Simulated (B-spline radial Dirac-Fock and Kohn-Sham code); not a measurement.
**Elastic and transport cross sections of lithium for electrons**

The computed values come from a radial atomic solver: relativistic (Dirac) partial waves in the static field of the Dirac-Fock atom with Furness-McCarthy exchange, without polarisation or absorption potentials. Below a few hundred eV the neglected polarisation potential matters, most of all at small angles. σ_tr1 and σ_tr2 weight the cross section with 1 − P₁ and 1 − P₂ of cos θ; "backward" is the share scattered beyond 90°.

| energy (eV) | σ (a₀²) | σ_tr1 (a₀²) | σ_tr2 (a₀²) | σ/σ_tr1 | backward (%) |
| --- | --- | --- | --- | --- | --- |
| 200 | 4.70 | 0.616 | 1.10 | 7.64 | 3.4 |
| 225 | 4.22 | 0.506 | 0.920 | 8.32 | 3.0 |
| 228 | 4.16 | 0.495 | 0.902 | 8.40 | 3.0 |
| 300 | 3.21 | 0.312 | 0.592 | 10.3 | 2.2 |
| 428 | 2.27 | 0.170 | 0.337 | 13.4 | 1.5 |
| 438 | 2.22 | 0.163 | 0.325 | 13.6 | 1.5 |
| 500 | 1.95 | 0.129 | 0.262 | 15.1 | 1.3 |
| 814 | 1.21 | 0.0551 | 0.117 | 21.9 | 0.75 |
| 834 | 1.18 | 0.0528 | 0.113 | 22.3 | 0.73 |
| 932 | 1.06 | 0.0434 | 0.0934 | 24.3 | 0.65 |
| 1000 | 0.984 | 0.0383 | 0.0830 | 25.7 | 0.60 |
| 1250 | 0.788 | 0.0257 | 0.0568 | 30.6 | 0.47 |
| 1500 | 0.658 | 0.0186 | 0.0417 | 35.4 | 0.39 |
| 1540 | ? | ? | ? | ? | ? |
| 2000 | 0.494 | 0.0111 | 0.0254 | 44.4 | 0.28 |
| 2290 | 0.432 | 0.00872 | 0.0201 | 49.5 | 0.25 |
| 3000 | 0.330 | 0.00536 | 0.0126 | 61.6 | 0.18 |
| 3060 | 0.324 | 0.00517 | 0.0121 | 62.6 | 0.18 |
| 3070 | 0.323 | 0.00514 | 0.0121 | 62.7 | 0.18 |
| 4530 | 0.220 | 0.00255 | 0.00610 | 86.2 | 0.12 |
| 5000 | 0.199 | 0.00213 | 0.00513 | 93.5 | 0.11 |

Question: Fill in the row for 1.54 keV.

Answer: σ = 0.641 a₀², σ_tr1 = 0.0177 a₀², σ_tr2 = 0.0398 a₀², σ/σ_tr1 = 36.1, backward 0.37 %. The ratio σ/σ_tr1 is roughly the number of elastic collisions that randomise the direction.
